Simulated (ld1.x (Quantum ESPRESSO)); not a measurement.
Before and after: ultrasoft potential for Ge (Z = 32)

```
Element                 : Ge (Z = 32)
Generator               : ld1.x (Quantum ESPRESSO) 7.5
Type                    : ultrasoft
Functional              : LDA (PZ)
Relativity              : scalar-relativistic
Frozen core             : [Ar] 3d10
Valence charge          : 4
Reference configuration : 4s2 4p2
Partial waves           : 4s (bound): rcut 1.65, rcutus 1.80 bohr; 4s channel at 1.7 Ry: rcut 1.65, rcutus 1.80 bohr; 4p (bound): rcut 1.90, rcutus 2.35 bohr; 4p channel at 0.1 Ry: rcut 1.90, rcutus 2.35 bohr
Local potential         : all-electron potential smoothed inside 1.40 bohr (lloc = -1)
Core correction         : none
Augmentation charge     : PSQ, radius 1.25 bohr
```

All-electron outer shells of the reference configuration (LDA (PZ), scalar-relativistic, ld1.x):

```
shell  level (eV)  outermost node (bohr)  outermost maximum (bohr)
   3p     -115.38                   0.23                      0.54
   3d      -29.55                      –                      0.50
   4s      -11.95                   0.77                      1.73
   4p       -4.05                   0.82                      2.19
```

Change: functional PBEsol.

Cutoffs: the cutoffs (Ry, on a coarse ladder) from which the occupation-weighted sum of valence levels, in a spherical-Bessel basis at the reference potential, stays within 10 and 1 mRy of its value at 400 Ry; they do not see the model core or the augmentation charge, which bear on the density cutoff. Errors are all-electron minus pseudo energies relative to the spin-unpolarised reference configuration.

How do hardness, ghosts and transferability respond?

The potential gets neither clearly harder nor softer (10 Ry and 15 Ry → 10 Ry and 15 Ry); the number of tests with a reliable result goes from 9 to 7; of the 7 tests that both files solve, the error grows in 2 and shrinks in 4 by more than 15 % and 0.3 meV (median size 15.7 → 10.7 meV); neither file shows a bound ghost.

```csv
quantity,base,changed
"cutoff, loose",10 Ry,10 Ry
"cutoff, tight",15 Ry,15 Ry
bound ghosts,none,none
"error for 4s2 4p1, meV [ΔE 7.64 → 7.45 eV]",+2.7,-11
"error for 4s2 4p0, meV [ΔE 23.35 → 22.90 eV]",+29,-39
"error for 4s1 4p0, meV [ΔE 58.57 → 57.69 eV]",+210,-47
"error for 4s1 4p3, meV [ΔE 8.04 → 7.98 eV]",+13,+7.8
"error for 4s1 4p2, meV [ΔE 16.41 → 16.18 eV]",+16,-3.9
"error for 4s2 4p2.3, meV [ΔE -0.93 → -0.88 eV]",+0.3,+0.5
"error for 4s0 4p4, meV [ΔE 16.36 → 16.21 eV]",+63,+46
s: phases at 2.56 bohr within 0.05 rad from the reference energy up to (Ry; the scan ends near 5),to the end of the scan,to the end of the scan
p: phases at 2.56 bohr within 0.05 rad from the reference energy up to (Ry; the scan ends near 5),3.5,3.5
lowest overlap eigenvalue by channel,"s 0.38, p 0.61","s 0.38, p 0.61"
```
